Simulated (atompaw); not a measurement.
What one change does to a pseudopotential (lanthanum (La), PAW (atompaw))

| Quantity | Value |
| --- | --- |
| Element | lanthanum |
| Generator | atompaw 4.2.0.5 |
| Type | PAW |
| Functional | PBE |
| Relativity | non-relativistic |
| Frozen core | [Kr] 4d10 5s2 |
| Valence charge | 9 |
| Reference configuration | 4f0 5p6 5d1 6s0.5 6p0 (charge +1.5) |
| Partial waves | 6s (bound); 6s channel at 3.35 Ry; 5p (bound); 6p (bound, empty); 5d (bound); 5d channel at -0.3 Ry; 4f (bound, empty); 4f channel at 0.5 Ry |
| Local potential | troulliermartins scheme with l = 4 at 1 Ry, radius 2.80 bohr |
| Core correction | smooth core density matched at 2.85 bohr |
| Augmentation charge | besselshape compensation charge, radius 2.55 bohr; PAW radius 3.00 bohr; waves and projectors: bloechl |

Change: local potential ultrasoft scheme with l = 4 at 1 Ry, radius 2.80 bohr.

Cutoffs: the cutoffs (Ry, on a coarse ladder) from which the occupation-weighted sum of valence levels, in a spherical-Bessel basis at the reference potential, stays within 10 and 1 mRy of its value at 400 Ry; they do not see the model core or the augmentation charge, which bear on the density cutoff.

Problem. What does the change do?

Solution. The potential gets softer (18 Ry and 30 Ry → 15 Ry and 18 Ry); both files keep a bound ghost (s); the range in which the s phases agree widens (upper end -0.1 → 4.9).

```csv
quantity,base,changed
"cutoff, loose",18 Ry,15 Ry
"cutoff, tight",30 Ry,18 Ry
loose cutoff by channel (10 mRy a level),"s 6 Ry, p 12 Ry, d 12 Ry","s 6 Ry, p 12 Ry, d 10 Ry"
bound ghosts,s,s
s: phases at 3.00 bohr within 0.05 rad from the reference energy up to (Ry; the scan ends near 5),-0.1,4.9
p: phases at 3.00 bohr within 0.05 rad from the reference energy up to (Ry; the scan ends near 5),3.5,4.4
d: phases at 3.00 bohr within 0.05 rad from the reference energy up to (Ry; the scan ends near 5),0.4,0.5
f: phases at 3.00 bohr within 0.05 rad from the reference energy up to (Ry; the scan ends near 5),3.2,3.2
lowest overlap eigenvalue by channel,"s 0.68, p 0.64, d 0.02, f 1.00","s 0.78, p 0.60, d 0.02, f 1.00"
```

 A true bound ghost makes a file unfit for plane-wave use even where its test errors are small: the radial tests pick states by their node count and pass the ghost by. The cutoffs see the waves, projectors and local potential, not the compensation charge or the core.
